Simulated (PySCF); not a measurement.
PySCF input (HF/def2-TZVPD):

```python
from pyscf import gto, scf, dft

mol = gto.M(
    atom='''
    Se   -0.00415543   -0.01140924    0.36621161
    F     1.24346324   -0.73006995   -0.47029783
    F     0.03071145    1.45824604   -0.41588255
    F    -1.25847638   -0.68507453   -0.49728572
    ''',
    basis='def2-tzvpd',
    charge=1,
    spin=0,
    verbose=4,
)

mf = scf.RHF(mol).density_fit(auxbasis='def2-universal-jkfit')
mf.conv_tol = 1e-9
mf.max_cycle = 100
mf.max_memory = 1500
mf.kernel()
if not mf.converged:
    mf = mf.newton()
    mf.kernel(mf.make_rdm1())
mf.analyze()
```

End of the output:

```
Extra cycle  E= -2697.91613170397  delta_E= 4.55e-12  |g|= 1.58e-06  |ddm|= 6.17e-06
converged SCF energy = -2697.91613170397
**** SCF Summaries ****
Total Energy =                       -2697.916131703971587
Nuclear Repulsion Energy =             343.118556784184705
One-electron Energy =                -4423.169002083142914
Two-electron Energy =                 1382.134313594986452
Two-electron Coulomb Energy =         1497.657890907883939
DFT Exchange-Correlation Energy =     -115.523577312897487
HOMO-LUMO gap [eV] =                    17.194803471840796
**** MO energy ****
MO #1   energy= -461.384757993757  occ= 2
MO #2   energy= -61.1753200426726  occ= 2
MO #3   energy= -54.7765279643252  occ= 2
MO #4   energy= -54.7765279643205  occ= 2
MO #5   energy= -54.775037748695   occ= 2
MO #6   energy= -26.6361728025021  occ= 2
MO #7   energy= -26.6361728018814  occ= 2
MO #8   energy= -26.6361532495835  occ= 2
MO #9   energy= -9.43765731929387  occ= 2
MO #10  energy= -7.16839528705523  occ= 2
MO #11  energy= -7.16839528704696  occ= 2
MO #12  energy= -7.16250599584497  occ= 2
MO #13  energy= -3.16295215102955  occ= 2
MO #14  energy= -3.16295215101021  occ= 2
MO #15  energy= -3.15459281887222  occ= 2
MO #16  energy= -3.15459281884834  occ= 2
MO #17  energy= -3.15083588733975  occ= 2
MO #18  energy= -1.97020914601161  occ= 2
MO #19  energy= -1.91109171616596  occ= 2
MO #20  energy= -1.9110917150208   occ= 2
MO #21  energy= -1.28097269081653  occ= 2
MO #22  energy= -1.06250873286481  occ= 2
MO #23  energy= -1.06250873252463  occ= 2
MO #24  energy= -1.04622687230323  occ= 2
MO #25  energy= -0.991904787524218 occ= 2
MO #26  energy= -0.991904787278896 occ= 2
MO #27  energy= -0.954572918902374 occ= 2
MO #28  energy= -0.954572918389744 occ= 2
MO #29  energy= -0.950602171255539 occ= 2
MO #30  energy= -0.842469722352803 occ= 2
MO #31  energy= -0.210572344571206 occ= 0
MO #32  energy= -0.210572344081972 occ= 0
MO #33  energy= -0.120320671787865 occ= 0
MO #34  energy= -0.0975606284020967 occ= 0
MO #35  energy= -0.0655235107232525 occ= 0
MO #36  energy= -0.0655235106542638 occ= 0
MO #37  energy= -0.0471989779421665 occ= 0
MO #38  energy= -0.00581200959845215 occ= 0
MO #39  energy= -0.00581200956757764 occ= 0
MO #40  energy= 0.013501121320725  occ= 0
MO #41  energy= 0.0136193318883794 occ= 0
MO #42  energy= 0.0136193319334645 occ= 0
MO #43  energy= 0.0526403704165021 occ= 0
MO #44  energy= 0.0631488898794734 occ= 0
MO #45  energy= 0.0671747649584575 occ= 0
MO #46  energy= 0.067174764974629  occ= 0
MO #47  energy= 0.0765648526364435 occ= 0
MO #48  energy= 0.0765648526686879 occ= 0
MO #49  energy= 0.0807260088644959 occ= 0
MO #50  energy= 0.0917637708201977 occ= 0
MO #51  energy= 0.0917637709021978 occ= 0
MO #52  energy= 0.168958229303286  occ= 0
MO #53  energy= 0.231759207475165  occ= 0
MO #54  energy= 0.231759207552519  occ= 0
MO #55  energy= 0.243490276475707  occ= 0
MO #56  energy= 0.286029545948565  occ= 0
MO #57  energy= 0.286029546111308  occ= 0
MO #58  energy= 0.299815723942372  occ= 0
MO #59  energy= 0.313258296352366  occ= 0
MO #60  energy= 0.313258296523991  occ= 0
MO #61  energy= 0.3363742651253    occ= 0
MO #62  energy= 0.422745677145896  occ= 0
MO #63  energy= 0.422745677488896  occ= 0
MO #64  energy= 0.447217002120045  occ= 0
MO #65  energy= 0.492061009970443  occ= 0
MO #66  energy= 0.505512064554444  occ= 0
MO #67  energy= 0.505512065003698  occ= 0
MO #68  energy= 0.539703880458617  occ= 0
MO #69  energy= 0.539703880648036  occ= 0
MO #70  energy= 0.570663629644406  occ= 0
MO #71  energy= 0.570663629922836  occ= 0
MO #72  energy= 0.584957264361589  occ= 0
MO #73  energy= 0.587980556180949  occ= 0
MO #74  energy= 0.587980556382719  occ= 0
MO #75  energy= 0.588614551420694  occ= 0
MO #76  energy= 0.658599133866858  occ= 0
MO #77  energy= 0.658599133948541  occ= 0
MO #78  energy= 0.759801470748411  occ= 0
MO #79  energy= 0.802651614760957  occ= 0
MO #80  energy= 0.802651614962011  occ= 0
MO #81  energy= 0.912002996806949  occ= 0
MO #82  energy= 0.931691931117197  occ= 0
MO #83  energy= 0.931691931252319  occ= 0
MO #84  energy= 0.980047405625125  occ= 0
MO #85  energy= 1.04827145653172   occ= 0
MO #86  energy= 1.04827145680086   occ= 0
MO #87  energy= 1.06762647806473   occ= 0
MO #88  energy= 1.11915834815643   occ= 0
MO #89  energy= 1.13821268700875   occ= 0
MO #90  energy= 1.13821268702116   occ= 0
MO #91  energy= 1.17064968568787   occ= 0
MO #92  energy= 1.19191537866548   occ= 0
MO #93  energy= 1.19191537918497   occ= 0
MO #94  energy= 1.28271561830439   occ= 0
MO #95  energy= 1.34586975218038   occ= 0
MO #96  energy= 1.34586975227243   occ= 0
MO #97  energy= 1.4286219562677    occ= 0
MO #98  energy= 1.46884033256735   occ= 0
MO #99  energy= 1.46884033316699   occ= 0
MO #100 energy= 1.58933641124803   occ= 0
MO #101 energy= 1.58933641142713   occ= 0
MO #102 energy= 1.62042018911659   occ= 0
MO #103 energy= 1.96395817171735   occ= 0
MO #104 energy= 2.00494392742239   occ= 0
MO #105 energy= 2.00494392842676   occ= 0
MO #106 energy= 2.24389366103334   occ= 0
MO #107 energy= 2.26930177087144   occ= 0
MO #108 energy= 2.26930177157833   occ= 0
[...]
```
